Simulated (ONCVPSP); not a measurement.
**sulfur: one change to an ONCV potential, before and after**

S (Z = 16), optimised norm-conserving Vanderbilt (ONCV), made with ONCVPSP 4.0.1 (Wu-Cohen, non-relativistic). Core [Ne], reference 3s2 3p4. Waves: 3s: rc 1.40 bohr, ncon 4, nbas 8, qcut 5.6 1/bohr, 3 projectors, debl 0.7 Ha; 3p: rc 1.45 bohr, ncon 5, nbas 9, qcut 5.3 1/bohr, 2 projectors, debl 3.7 Ha; d scattering state at 0.19 Ha: rc 1.50 bohr, ncon 4, nbas 7, qcut 7.6 1/bohr, 2 projectors, debl 2.3 Ha. Local part: polynomial inside 1.25 bohr (lpopt 5, dvloc0 0 Ha). Core correction: Teter function, fcfact 5.5, rcfact 1.35.

Change: scalar-relativistic.

Cutoffs: the cutoffs (Ha) at which the residual kinetic energy of the hardest occupied pseudo-wave falls to 1 and 0.1 mHa per electron; they do not see the model core or the augmentation charge, which bear on the density cutoff. Errors are all-electron minus pseudo energies relative to the spin-unpolarised reference configuration.

Question: What does the change do?

Answer: The potential gets neither clearly harder nor softer (13 Ha and 17 Ha → 13 Ha and 18 Ha); both files keep a bound ghost (s); of the 4 tests that both files solve, the error grows in 1 and shrinks in 2 by more than 15 % and 0.3 meV (median size 7.0 → 5.4 meV).

```csv
quantity,base,changed
"cutoff, loose",13 Ha,13 Ha
"cutoff, tight",17 Ha,18 Ha
loose cutoff by channel,"s 13 Ha, p 6.1 Ha","s 13 Ha, p 6.1 Ha"
bound ghosts,s,s
GHOST(+) flags under 300 eV,none,none
"error for 3s2 3p3, meV [ΔE 11.76 → 11.75 eV]",+1.7,+0.8
"error for 3s2 3p2, meV [ΔE 34.04 → 34.02 eV]",+12,+10
"error for 3s2 3p1, meV [ΔE 68.10 → 68.07 eV]",+45,+41
"error for 3s1 3p5, meV [ΔE 10.16 → 10.29 eV]",+0.1,-0.4
s: phases at 1.42 bohr within 0.05 rad from the reference energy up to (Ha; the scan ends near 5),to the end of the scan,to the end of the scan
p: phases at 1.47 bohr within 0.05 rad from the reference energy up to (Ha; the scan ends near 5),to the end of the scan,to the end of the scan
d: phases at 1.52 bohr within 0.05 rad from the reference energy up to (Ha; the scan ends near 5),to the end of the scan,to the end of the scan
"rms error of d²Exc/dni dnj with the model core, mHa",0.22,0.22
```

Base: The cutoffs count occupied waves only; projector 2 of the p channel, the hardest unoccupied one, needs 97 Ha at the loose tolerance. Changed file: The cutoffs count occupied waves only; projector 2 of the p channel, the hardest unoccupied one, needs 96 Ha at the loose tolerance. A true bound ghost makes a file unfit for plane-wave use even where its test errors are small: the radial tests pick states by their node count and pass the ghost by.
